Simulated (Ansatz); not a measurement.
Calculated with Ansatz (gas phase, PBE0-D4/def2-TZVP geometries, no zero-point term in ΔE). CBS: MP2 limit from def2 TZ/QZ plus the TZ coupled-cluster correction, frozen cores. This one scheme is used for every species. Functionals use def2-TZVPP. HSE06 is defined as in plane-wave codes. One conformer a species, not always the lowest.

Consider the formal hydrolysis of the Si–C bond: `C[SiH](O)F` + H₂O → `O[SiH](O)F` + CH₄.

(1) Is it downhill or uphill in electronic energy at CCSD(T)/CBS, and by how much? (An estimate is asked.)

(2) What do these levels give: LDA (SPW92), revPBE-D4, r2SCAN0-D4, HSE06-D4, ωB97M-V, LC-ωPBE? (An estimate is asked.)

Largest T1 diagnostic among the species: 0.011.

## Answers

(1) Computed: Downhill: ΔE = -115.9 kJ/mol.

(2) Ansatz gave: LDA (SPW92) -112.9, revPBE-D4 -107.3, r2SCAN0-D4 -121.1, HSE06-D4 -111.8, ωB97M-V -117.9, LC-ωPBE -115.0 kJ/mol.

Leaving LDA and LC-ωPBE aside and taking each functional with its dispersion term where it has one, the values, not all of them listed here, spread over 18.4 kJ/mol, from BHLYP-D4 to revPBE-D4. In def2-TZVPP, CCSD(T) changes the Hartree–Fock value by +16.0 kJ/mol (the triples alone add +1.7 kJ/mol) and MP2 by +14.7 kJ/mol. From BLYP to BHLYP (50 % exact exchange), in def2-TZVPP and without D4, ΔE moves by −7.0 kJ/mol.
